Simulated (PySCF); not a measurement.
H₈N₄Si.

```xyz
13

N      1.3402    -0.1934     1.0847
Si     0.0000     0.0000     0.0000
N      0.1934     1.3402    -1.0847
N     -1.3402     0.1934     1.0847
N     -0.1934    -1.3402    -1.0847
H      2.2837    -0.1884     0.7095
H      1.2634    -0.8559     1.8510
H      0.1884     2.2837    -0.7095
H      0.8559     1.2634    -1.8510
H     -2.2837     0.1884     0.7095
H     -1.2634     0.8559     1.8510
H     -0.8559    -1.2634    -1.8510
H     -0.1884    -2.2837    -0.7095
```

The structure is a stationary point at B3LYP-D3(BJ)/def2-SVP. Other conformers were not sampled.

These are PBE/pcSseg-1 (PySCF) values and carry that method's errors. Non-relativistic, no solvent.

Computed absolute GIAO shielding of each atom: isotropic value and principal components (ppm):
| atom | σ(iso) | σ11 | σ22 | σ33 | span |
|---|---|---|---|---|---|
| N1 | 234.9 | 196.1 | 241.7 | 266.9 | 70.8 |
| Si2 | 371.8 | 340.0 | 387.8 | 387.8 | 47.8 |
| N3 | 234.9 | 196.1 | 241.7 | 266.9 | 70.8 |
| N4 | 234.9 | 196.1 | 241.7 | 266.9 | 70.8 |
| N5 | 234.9 | 196.1 | 241.7 | 266.9 | 70.8 |
| H6 | 31.4 | 24.9 | 27.1 | 42.1 | 17.2 |
| H7 | 30.8 | 24.0 | 27.3 | 41.2 | 17.2 |
| H8 | 31.4 | 24.9 | 27.1 | 42.1 | 17.2 |
| H9 | 30.8 | 24.0 | 27.3 | 41.2 | 17.2 |
| H10 | 31.4 | 24.9 | 27.1 | 42.1 | 17.2 |
| H11 | 30.8 | 24.0 | 27.3 | 41.2 | 17.2 |
| H12 | 30.8 | 24.0 | 27.3 | 41.2 | 17.2 |
| H13 | 31.4 | 24.9 | 27.1 | 42.1 | 17.2 |
